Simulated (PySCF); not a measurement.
A mixed set of molecules.

All values: PBE0/def2-SVPD (PySCF) at GFN2-xTB geometries, gas phase, one conformer each. Core orbitals are frozen in the response; Δα² is half the sum of the squared differences of the principal polarisabilities.

Question: Rank by polarisability anisotropy Δα, lowest first.
A. `[CH2:1]=[C:2]([C:3]([CH3:4])=[O:5])[C:6]([NH2:7])=[O:8]` with C1–C2–C3–C4 0°, C1–C2–C6–N7 180°, C2–C6–N7–H 0° and 180°
B. `[CH3:1][SiH2:2][SiH2:3][CH:4]([CH3:5])[CH3:6]` with C1–Si2–Si3–C4 59°, Si2–Si3–C4–C5 180°
C. `[CH3:1][C@@H:2]([C:3]#[N:4])[C@@H:5]1[O:6][C@H:7]1[F:8]` with C1–C2–C5–O6 150°
D. `[CH3:1][CH2:2][S:3][CH2:4][C:5]([F:6])([F:7])[F:8]` with C1–C2–S3–C4 60°, C2–S3–C4–C5 65°
E. `[CH3:1][O:2][c:3]1[cH:4][cH:5][c:6]([NH2:7])[o:8]1` with C1–O2–C3–C4 180°
F. `[CH3:1][C:2](=[O:3])/[CH:4]=[CH:5]\[C:6]([NH2:7])=[O:8]` with C1–C2–C4–C5 157°, C4–C5–C6–N7 31°, C5–C6–N7–H -177° and -14°

Answer: D (2.38 Å³), C (3.47 Å³), B (4.10 Å³), E (5.65 Å³), A (5.95 Å³), F (6.73 Å³).

Question: Rank by HOMO–LUMO gap, lowest first.
A. `C=C(C(C)=O)C(N)=O`
B. `C[SiH2][SiH2]C(C)C`
C. `CC(=O)/C=C\C(N)=O`
D. `CCSCC(F)(F)F`
E. `COc1ccc(N)o1`
F. `F[C@H]1[C@@H](O1)[C@H](C#N)C`

Answer: C (5.03 eV), A (5.16 eV), E (5.54 eV), D (7.26 eV), B (7.86 eV), F (9.17 eV).

All values together:

| SMILES | formula | μ (D) | HOMO (eV) | LUMO (eV) | α (Å³) | Δα (Å³) | electrons | α per electron (Å³) |
| --- | --- | --- | --- | --- | --- | --- | --- | --- |
| C[SiH2][SiH2]C(C)C | C4H14Si2 | 1.05 | -7.78 | 0.08 | 15.95 | 4.10 | 66 | 0.242 |
| CCSCC(F)(F)F | C4H7F3S | 2.11 | -6.88 | 0.38 | 10.74 | 2.38 | 74 | 0.145 |
| COc1ccc(N)o1 | C5H7NO2 | 2.20 | -4.98 | 0.56 | 11.07 | 5.65 | 60 | 0.185 |
| C=C(C(C)=O)C(N)=O | C5H7NO2 | 3.03 | -7.55 | -2.39 | 10.95 | 5.95 | 60 | 0.183 |
| CC(=O)/C=C\C(N)=O | C5H7NO2 | 4.32 | -7.57 | -2.54 | 11.36 | 6.73 | 60 | 0.189 |
| C#C[C@H](F)C(=O)NC | C5H6FNO | 2.62 | -7.70 | -0.41 | 10.40 | 3.32 | 60 | 0.173 |
| C[C@@H](C#N)[C@@H]1O[C@H]1F | C5H6FNO | 4.32 | -9.10 | 0.07 | 9.55 | 3.47 | 60 | 0.159 |

Conformers: `[CH3:1][SiH2:2][SiH2:3][CH:4]([CH3:5])[CH3:6]` with C1–Si2–Si3–C4 59°, Si2–Si3–C4–C5 180°; `[CH3:1][CH2:2][S:3][CH2:4][C:5]([F:6])([F:7])[F:8]` with C1–C2–S3–C4 60°, C2–S3–C4–C5 65°; `[CH3:1][O:2][c:3]1[cH:4][cH:5][c:6]([NH2:7])[o:8]1` with C1–O2–C3–C4 180°; `[CH2:1]=[C:2]([C:3]([CH3:4])=[O:5])[C:6]([NH2:7])=[O:8]` with C1–C2–C3–C4 0°, C1–C2–C6–N7 180°, C2–C6–N7–H 0° and 180°; `[CH3:1][C:2](=[O:3])/[CH:4]=[CH:5]\[C:6]([NH2:7])=[O:8]` with C1–C2–C4–C5 157°, C4–C5–C6–N7 31°, C5–C6–N7–H -177° and -14°; `[CH:1]#[C:2][C@H:3]([F:4])[C:5](=[O:6])[NH:7][CH3:8]` with C2–C3–C5–O6 -84°, C3–C5–N7–C8 180°; `[CH3:1][C@@H:2]([C:3]#[N:4])[C@@H:5]1[O:6][C@H:7]1[F:8]` with C1–C2–C5–O6 150°.

How closely does the mean polarisability follow the number of electrons in this set?

The correlation coefficient is 0.26; α per electron runs from 0.145 to 0.242 Å³.
